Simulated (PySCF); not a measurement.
Gas-phase reaction: 2 InI + HI → InH + InI₃

Method: PySCF energies plus ideal-gas RRHO corrections (1 bar). † marks an energy on the PBE0/def2-TZVP geometry and frequencies; other levels use their own. MP2 freezes the core. All species are closed-shell singlets. B3LYP is the form with VWN-RPA correlation. I, In: scalar-relativistic def2 core potential, no spin-orbit coupling. InH: computed as isolated molecules; such fragments, hydroxides, amides, oligomers or adducts are transient or little studied in the gas. MP2 isn't extrapolated to the basis-set limit; its ΔH°(298 K) is 4.4 kJ in def2-SVP and 25.9 kJ in def2-TZVPP. The harmonic model lacks anharmonicity and excited electronic states, which grow with temperature; levels with a mode under 35 cm⁻¹ are left out. Soft modes under 120 cm⁻¹ make the harmonic entropy rough for InI₃.

| level | ΔE electronic, kJ | ΔH°(298 K), kJ | ΔS°(298 K), J/K | ΔG°(1400 K), kJ |
|---|---|---|---|---|
| B3LYP/def2-TZVP† | 65 | 62 | -135 | 241 |
| BLYP/def2-TZVP† | 83 | 80 | -135 | 259 |
| MP2/def2-SVP† | 7 | 4 | -135 | 183 |
| PBE/def2-SVP | 54 | 52 | -132 | 227 |
| PBE0/def2-TZVP | 34 | 31 | -135 | 210 |
| LDA/def2-TZVP† | 23 | 20 | -135 | 199 |
| ωB97X-V/def2-TZVP† | 13 | 11 | -135 | 190 |
ΔH° is lowest at MP2/def2-SVP† and highest at BLYP/def2-TZVP†. No reference value is set beside these.
